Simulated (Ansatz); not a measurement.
Reactions of `[F][Ge][N]([SiH3])[SiH3]`.

Computed with Ansatz on PBE0-D4/def2-TZVP structures; ΔE is electronic, products minus reactants. CCSD(T)/CBS adds triple-zeta CCSD(T) − MP2 to the extrapolated MP2 energy (def2 sets, frozen cores). This one scheme is used for every species. def2 core potentials past Kr. For Br, Ge, In outer-core shells are correlated without core-valence functions, which leaves a few kJ/mol of doubt a bond. Scalar relativity is left out up to krypton. One conformer a species, not always the lowest.

Q: Order these by ΔE at CCSD(T)/CBS, lowest first. (Best estimate.)
A. `[F][Ge][N]([SiH3])[SiH3]` + `C[O][GeH3]` → `C[O][Ge][F]` + `[SiH3][N]([SiH3])[GeH3]`
B. `[F][Ge][N]([SiH3])[SiH3]` + H₂ → `[F][GeH]` + `[SiH3]N[SiH3]`
C. `[F][Ge][N]([SiH3])[SiH3]` + `ClCCl` → `[SiH3][N]([SiH3])[GeH]` + `FC(Cl)Cl`
D. `[F][Ge][N]([SiH3])[SiH3]` + `[Br][InH2]` → `[F][Ge][Br]` + `[SiH3][N]([SiH3])[InH2]`

A: A (-2.1 kcal/mol), D (+14.1 kcal/mol), B (+23.8 kcal/mol), C (+50.8 kcal/mol).

Largest T1 diagnostic: 0.015, for `C[O][Ge][F]`.
